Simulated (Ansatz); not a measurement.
Calculated with Ansatz (gas phase, PBE0-D4/def2-TZVP geometries, no zero-point term in ΔE). CCSD(T)/CBS adds triple-zeta CCSD(T) − MP2 to the extrapolated MP2 energy (def2 sets, frozen cores). This one scheme is used for every species. DFT in def2-TZVPP. B3LYP here is the variant with VWN-RPA as its local correlation; programs differ in this. HSE06 is defined as in plane-wave codes. Triplets are unrestricted, without spin–orbit coupling. Elements past krypton have def2 core potentials. For Sn outer-core shells are correlated without core-valence functions, which leaves a few kJ/mol of doubt a bond. Each species was taken in one conformer, which may not be the lowest.

Reaction (formal loss of a carbene): `C[O][Sn][O]C` → `[CH2]` (triplet) + `C[O][Sn][OH]`

| level | ΔE (kJ/mol) | difference from CCSD(T)/CBS |
| --- | --- | --- |
| PBE-D4 | 381.5 | 10.3 |
| revPBE-D4 | 368.4 | -2.8 |
| BLYP-D4 | 374.8 | 3.6 |
| B97M-V | 375.0 | 3.8 |
| PBE0-D4 | 370.8 | -0.4 |
| B3LYP-D4 | 372.9 | 1.7 |
| PBE-QIDH | 366.0 | -5.2 |
| r2SCANh | 346.0 | -25.2 |
| HSE06 | 365.5 | -5.7 |
| BHLYP | 352.2 | -19.0 |
| RPA@PBE/def2-TZVPP | 359.7 | -11.5 |
| HF/def2-TZVPP | 234.8 | -136.4 |
| SCS-MP2/def2-TZVPP | 374.9 | 3.7 |
| SCS-MP2/def2-QZVPP | 381.9 | 10.7 |
| HF/CBS(def2) | 235.5 | -135.7 |
| CCSD/CBS(def2) | 360.4 | -10.8 |
| CCSD(T)/CBS | 371.2 | 0 |

Largest T1 diagnostic among the species: 0.017.

From r2SCAN to r2SCAN0 (25 % exact exchange), in def2-TZVPP and without D4, ΔE moves by −5.7 kJ/mol. In def2-TZVPP, CCSD(T) changes the Hartree–Fock value by +126.5 kJ/mol (the triples alone add +10.8 kJ/mol) and MP2 by +134.8 kJ/mol.
